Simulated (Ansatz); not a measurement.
# Ligand exchange: SiH2(SiH3)F + SbH(SiH3)2 → SiH(SiH3)2F + SiH3(SbH2)

Species: SiH2(SiH3)F, singlet; SbH(SiH3)2, singlet; SiH(SiH3)2F, singlet; SiH3(SbH2), singlet. The partners trade H for SiH3: Si–H and Sb–SiH3 bonds give way to Si–SiH3 and Sb–H.

Shapes, held fixed at every level: PBE0-D4/def2-TZVP. Programs: Ansatz 0.2.0. The zero-point and thermal change to 298 K, harmonic and unscaled (PBE0-D4/def2-TZVP), is -3.5 kJ/mol.

```json
{"level": "HF/def2-SVP", "kind": "Hartree–Fock", "ΔH(298 K) (kJ/mol)": "+40.6", "less CCSD(T)/def2-TZVPP": "+3.8"}
{"level": "HF/def2-TZVPP", "kind": "Hartree–Fock", "ΔH(298 K) (kJ/mol)": "+39.1", "less CCSD(T)/def2-TZVPP": "+2.3"}
{"level": "SPW92/def2-TZVPP", "kind": "LDA", "ΔH(298 K) (kJ/mol)": "+27.8", "less CCSD(T)/def2-TZVPP": "-9.0"}
{"level": "PBE-D4/def2-TZVPP", "kind": "GGA", "ΔH(298 K) (kJ/mol)": "+30.0", "less CCSD(T)/def2-TZVPP": "-6.8"}
{"level": "r2SCAN0-D4/def2-TZVPP", "kind": "global hybrid", "ΔH(298 K) (kJ/mol)": "+36.9", "less CCSD(T)/def2-TZVPP": "+0.1"}
{"level": "MP2/def2-TZVPP", "kind": "perturbation theory", "ΔH(298 K) (kJ/mol)": "+48.2", "less CCSD(T)/def2-TZVPP": "+11.4"}
{"level": "CCSD(T)/def2-SVP", "kind": "coupled cluster or CI", "ΔH(298 K) (kJ/mol)": "+36.4", "less CCSD(T)/def2-TZVPP": "-0.4"}
{"level": "CCSD(T)/def2-TZVPP", "kind": "coupled cluster or CI", "ΔH(298 K) (kJ/mol)": "+36.8", "less CCSD(T)/def2-TZVPP": "0.0"}
```

The highest level, CCSD(T)/def2-TZVPP, gives ΔH(298 K) = +36.8 kJ/mol; the levels span +27.8 to +48.2. The column of differences is taken from that level and isn't an error. No measured value is set beside it here. For atoms past krypton def2 sets carry core potentials with scalar relativity. Outer-core shells of Sb are correlated, in sets that cover them unevenly.
